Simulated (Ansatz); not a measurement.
Born–Oppenheimer molecular dynamics of CH8SSiZn (12 atoms, charge 0, multiplicity 1). It starts at the highest image of a converged band, a first-order saddle point between two minima.

These are results of Ansatz, RKS PBE0/def2-mTZVP, not measurements.

```json
{
 "ensemble": "NVE (velocity Verlet)",
 "time step": "0.5 fs",
 "steps asked": "200",
 "starting velocities drawn for": "300 K",
 "seed": "8975"
}
```

First frame:

```xyz
12
Properties=species:S:1:pos:R:3
Zn -0.030 0.006 0.630
S -0.568 2.380 0.937
C 0.518 -1.505 1.736
H -0.578 1.367 -0.449
Si -0.454 0.193 -1.951
H 0.704 2.748 0.654
H 1.175 -1.172 2.542
H -0.360 -1.972 2.189
H 1.040 -2.263 1.149
H -0.907 -1.214 -2.169
H 0.879 0.356 -2.603
H -1.419 1.075 -2.666
```

(1) How far do the bonds stretch over the last three quarters of this one trajectory? (Pairs bonded in most of those frames.)

Answers

(1) 
| bond | mean (Å) | spread (Å) | shortest | longest |
| --- | --- | --- | --- | --- |
| Zn1–C3 | 1.980 | 0.017 | 1.95 | 2.01 |
| Zn1–Si5 | 2.371 | 0.094 | 2.26 | 2.57 |
| S2–H4 | 1.373 | 0.083 | 1.25 | 1.50 |
| S2–H6 | 1.357 | 0.046 | 1.28 | 1.43 |
| C3–H7 | 1.095 | 0.022 | 1.06 | 1.13 |
| C3–H8 | 1.096 | 0.020 | 1.06 | 1.13 |
| C3–H9 | 1.100 | 0.016 | 1.07 | 1.13 |
| Si5–H10 | 1.501 | 0.022 | 1.47 | 1.54 |
| Si5–H11 | 1.502 | 0.028 | 1.46 | 1.54 |
| Si5–H12 | 1.503 | 0.018 | 1.47 | 1.53 |

Mean temperature of the second half: 666 K. The conserved energy stayed within 0.21 meV per atom of its start (net change 0.097 meV per atom), so the integration is sound. The kinetic energy rose, since the run started high on the potential surface and went downhill. It ends in pieces (CH6SiZn + H2S), so much of that is their flight and rotation, not heat. A run of 0.1 ps of so small a system gives no equilibrium averages. The orbitals stay closed-shell, which can raise the energy where a bond breaks towards radicals; this wasn't checked here.

Run time: 13 min on 4 threads of Arm Neoverse N1 (shared host), peak memory 0.32 GiB.
